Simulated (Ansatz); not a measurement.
`NB(S)[SiH2][SiH3]` + `COBCl` → `CB(N)S` + `[SiH3][SiH2]OBCl`  (redistribution)

Program: Ansatz. Geometries: PBE0-D4/def2-TZVP. ΔE: electronic, gas phase. CBS: MP2 limit from def2 TZ/QZ plus the TZ coupled-cluster correction, frozen cores. One conformer a species, not always the lowest.

`NB(S)[SiH2][SiH3]`:

```xyz
13

N    -0.348   -1.210    1.873
B     0.419   -0.864    0.762
S     1.317   -2.077   -0.240
Si    0.519    1.062    0.156
Si   -0.655    1.337   -1.849
H    -0.467   -2.153    2.205
H    -0.835   -0.525    2.424
H     0.978   -3.197    0.427
H     1.926    1.507   -0.057
H    -0.089    1.954    1.190
H    -0.662    2.759   -2.290
H    -2.067    0.895   -1.678
H    -0.035    0.513   -2.922
```

`COBCl`:

Cartesian coordinates in Å:
```
C -0.991 0.331 -0.422
O 0.193 0.584 0.312
B 1.125 -0.354 0.486
Cl 2.557 0.059 1.413
H -1.038 1.029 -1.260
H -1.017 -0.694 -0.798
H -1.849 0.502 0.230
H 1.022 -1.458 0.038
```

`CB(N)S`:

Z-matrix (Å, degrees):
```
C
B 1 1.572
H 1 1.094 2 111.1
H 1 1.093 2 112.6 3 -121.0
H 1 1.094 2 111.0 3 118.0
N 2 1.397 1 121.6 3 121.6
S 2 1.828 1 116.8 3 -58.4
H 6 1.005 2 124.6 1 179.9
H 6 1.005 2 121.6 1 -0.1
H 7 1.343 2 98.6 1 -179.9
```

`[SiH3][SiH2]OBCl`:

```xyz
11

Si    0.942   -0.678   -1.324
Si   -0.670    0.855   -0.581
O    -0.940    0.742    1.062
B    -0.421   -0.044    2.008
Cl   -0.964    0.135    3.668
H     1.104   -0.490   -2.792
H     2.249   -0.438   -0.658
H     0.507   -2.075   -1.060
H    -1.975    0.619   -1.249
H    -0.240    2.250   -0.852
H     0.408   -0.877    1.778
```

| species | HF/def2-TZVPP energy (Eh) |
| --- | --- |
| `NB(S)[SiH2][SiH3]` | -1059.31937 |
| `COBCl` | -599.39528 |
| `CB(N)S` | -518.17677 |
| `[SiH3][SiH2]OBCl` | -1140.61333 |

Task: Work out ΔE.

Result: ΔE = (-518.17677) + (-1140.61333) − (-1059.31937) − (-599.39528) = -0.07545 Eh = -47.3 kcal/mol. CCSD(T)/CBS gives -43.6 kcal/mol.

Largest T1 diagnostic among the species: 0.014.

From PBE to PBE0 (25 % exact exchange), in def2-TZVPP and without D4, ΔE moves by −2.3 kcal/mol. In def2-TZVPP, CCSD(T) changes the Hartree–Fock value by +4.5 kcal/mol (the triples alone add +1.0 kcal/mol) and MP2 by +2.3 kcal/mol.
